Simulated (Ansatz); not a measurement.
AsS₃ (the lowest doublet isomer of a short search). Charge 0, multiplicity 2. Geometry B3LYP-D4/def2-SVP, basis def2-TZVP, Ansatz.

```xyz
4

As   -0.490   -0.837    0.515
S     0.902   -0.095   -1.518
S    -2.082    0.400    0.773
S     1.670    0.532    0.231
```

```
run  HOMO (eV)  LUMO (eV)
  A      -8.08      -3.11
  B      -6.26      -5.05
  C      -6.63      -4.65
  D      -7.01      -4.26
```

HSE06 is defined as in plane-wave codes, on full-range PBE exchange. The structure comes from a short search, and lower isomers may exist.

HOMO and LUMO are taken over both spins.

Problem. The runs used CAM-B3LYP, HSE06, PBE0, r2SCAN. Estimate which is which.

Solution. A CAM-B3LYP (range-separated); B r2SCAN (0 % exact exchange); C HSE06 (range-separated); D PBE0 (25 % exact exchange). Exact exchange lowers occupied and raises empty levels; among semilocal functionals meta-GGAs tend to open the gap a little, and such runs are hard to tell apart. The gap grows from 1.21 eV (r2SCAN) to 4.97 eV (CAM-B3LYP).
